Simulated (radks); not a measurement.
Pm X, 52 electrons, occupied as [Kr] 4d9 4f2 5s2 5p3 (not the ground configuration).

Calculated with a radial shooting solver on a logarithmic mesh with Libxc functionals: non-relativistic Kohn-Sham, PBE, spin-polarised, spherical densities, point nucleus; open shells are filled with parallel spins first (spin-orbit coupling, left out, can overturn this in heavy ions); relativity is left out, which matters for an element this heavy.

Energy parts (hartree):
| part | energy |
|---|---|
| total | -9631.3452 |
| kinetic | 9628.6533 |
| electron-nucleus | -22525.0897 |
| Hartree | 3479.5285 |
| exchange-correlation | -214.4373 |

Orbitals (lengths in bohr, moments of r in powers of bohr; r(max) is where P^2 peaks):
orbital  occ.  eigenvalue (hartree)   r(max)   <1/r>
1s up       1             -1570.573  0.01649   60.46
1s down     1             -1570.561  0.01649   60.46
2s up       1             -252.3786  0.09054   14.01
2s down     1             -252.3501  0.09054   14.01
2p up       3             -239.7470  0.07055   14.03
2p down     3             -239.7200  0.07055   14.03
3s up       1             -59.73139   0.2535   5.245
3s down     1             -59.67077   0.2534   5.248
3p up       3             -54.19362   0.2405   5.181
3p down     3             -54.13395   0.2405   5.184
3d up       5             -43.88239   0.1929   5.071
3d down     5             -43.82740   0.1929   5.074
4s up       1             -16.39734   0.5777   2.266
4s down     1             -16.24445   0.5778   2.264
4p up       3             -14.25476   0.5839   2.180
4p down     3             -14.10140   0.5841   2.178
4d up       5             -10.45195   0.5920   1.997
4d down     4             -10.29673   0.5923   1.997
4f up       2              -5.82223   0.5725   1.649
4f down     0              -5.66195   0.5725   1.654
5s up       1              -6.03105    1.240   1.029
5s down     1              -5.83491    1.238   1.026
5p up       3              -5.29853    1.306  0.9670
5p down     0              -5.10746    1.307  0.9600

The highest occupied level is 5p up at -144.18 eV. The configuration is held as typed, so some empty levels lie below it. Virial ratio -V/T = 2.00028. The density falls to 0.001 e/bohr^3 at r = 2.68 bohr.
